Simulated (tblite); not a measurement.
Compound: C5H11FSi.
Numbering: `[CH3:1][CH:2]([CH3:3])[C@@H:4]1[SiH2:5][C@@H:6]1[F:7]` (hydrogens: H8, H9, H10 on C1; H11 on C2; H12, H13, H14 on C3; H15 on C4; H16, H17 on Si5; H18 on C6)

The geometry is computed with GFN2-xTB (gas phase).

Entries marked ? are missing. Bonds in one row agree within 0.01 Å.

```csv
coordinate,value
C1–C2,1.526 Å
C2–C3,?
C2–C4,1.516 Å
C4–Si5,1.893 Å
Si5–C6,?
C6–F7,?
C4–C6,1.533 Å
"C1–H8, C1–H9, C1–H10",1.088 Å
C2–H11,1.095 Å
"C3–H12, C3–H13, C3–H14",1.088 Å
C4–H15,1.087 Å
Si5–H16,1.450 Å
Si5–H17,1.448 Å
C6–H18,1.086 Å
C1–C2–C3,?
C1–C2–C4,?
C3–C2–C4,110.1°
C2–C4–Si5,122.2°
C2–C4–C6,?
Si5–C4–C6,66.3°
C4–Si5–C6,47.7°
Si5–C6–F7,119.3°
C4–C6–Si5,66.0°
C4–C6–F7,116.0°
```

Q: Estimate the withheld lengths and angles.

A: 
- C2–C3 = 1.529 Å, drawn single (sp3 CH carbon to methyl carbon); 0.01 Å above the sum of covalent radii, 1.52 Å.
- Si5–C6 = 1.897 Å, drawn single (SiH2 silicon to sp3 C–F carbon); 0.03 Å above the sum of covalent radii, 1.87 Å.
- C6–F7 = 1.376 Å, drawn single (sp3 C–F carbon to alkyl fluorine); 0.05 Å above the sum of covalent radii, 1.33 Å.
- C1–C2–C3 = 110.7°, at the sp3 CH carbon; the outer atoms are 2.514 Å apart.
- C1–C2–C4 = 110.4°, at the sp3 CH carbon; the outer atoms are 2.498 Å apart.
- C2–C4–C6 = 118.2°, at the sp3 carbon bound to silicon; the outer atoms are 2.616 Å apart.

Radii are Cordero's, carbon taken as 0.76, 0.73 or 0.69 Å for four, three, and two or fewer neighbours.

Its GFN2-xTB frequencies are all real (lowest 67 cm⁻¹). The numbers are those of one conformer (C1–C2–C4–Si5 -81°).
